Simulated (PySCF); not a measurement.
# Electronic structure of Zr (zirconium, neutral) at the UHF level

Configuration: [Kr] 4d2 5s2, high-spin 3F determinant. All numbers are calculated (PySCF 2.14, scalar relativity through the core potential, in cc-pVDZ-PP with ECP28MDF (4s4p3d1f, 38 functions)).

- Total energy: -46.302079 hartree
- One-electron energy: -77.5653 hartree
- Hartree (Coulomb) energy: 36.5753 hartree
- Exchange energy: -5.3121 hartree
- ⟨S²⟩: 2.0089
- ⟨L²⟩: 12.037
- Sum of ⟨r⟩: 23.17 bohr
- Sum of ⟨r²⟩: 64.39 bohr²
- Time after the integrals: 0.23 s of wall time on 1 thread of Neoverse-N1 (shared host)

```
shell  electrons  mean orbital energy (eV)  rms radius, mean of both spins (bohr)
 4s α          1                   -69.152                                   1.31
 4s β          1                   -67.009                                   1.31
 4p α          3                   -42.122                                   1.48
 4p β          3                   -39.187                                   1.48
 4d α          2                    -8.753                                   2.36
 5s α          1                    -6.256                                   4.28
 5s β          1                    -5.382                                   4.28
```

Energies and moments cover only the electrons outside the core potential.
